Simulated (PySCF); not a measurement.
cyclohexanone (C6H10O), SMILES O=C1CCCCC1. Atoms are numbered in the order given.

```xyz
17

O      2.2961    -0.3425     0.0000
C      1.1570     0.0638     0.0000
C      0.3892     0.3443    -1.2825
C     -1.0124    -0.2840    -1.2611
C     -1.7850     0.1114     0.0000
C     -1.0124    -0.2840     1.2611
C      0.3892     0.3443     1.2825
H      0.2939     1.4425    -1.3690
H      0.9945    -0.0081    -2.1301
H     -1.5667     0.0107    -2.1666
H     -0.9155    -1.3836    -1.2965
H     -2.7802    -0.3620     0.0000
H     -1.9555     1.2037     0.0000
H     -1.5667     0.0107     2.1666
H     -0.9155    -1.3836     1.2965
H      0.9945    -0.0081     2.1301
H      0.2939     1.4425     1.3690
```
Charge 0, spin multiplicity 1.

Geometry: ωB97X-D3(BJ)/def2-SVP. Other conformers were not sampled.

These are HF/def2-TZVP (PySCF) values and carry that method's errors.

**Question.** Estimate the frontier levels, gap, dipole moment. (Estimate from the structure and the level; the computed values follow.)

**Answer.** 
The highest occupied level comes out as -10.76 eV and the lowest empty level comes out as 3.15 eV. The orbital gap is 13.91 eV, the dipole moment comes out as 3.65 D and the quadrupole, principal values (traceless, Buckingham form, about the centre of nuclear charge) comes out as -11.98, 5.65, 6.33 D·Å.
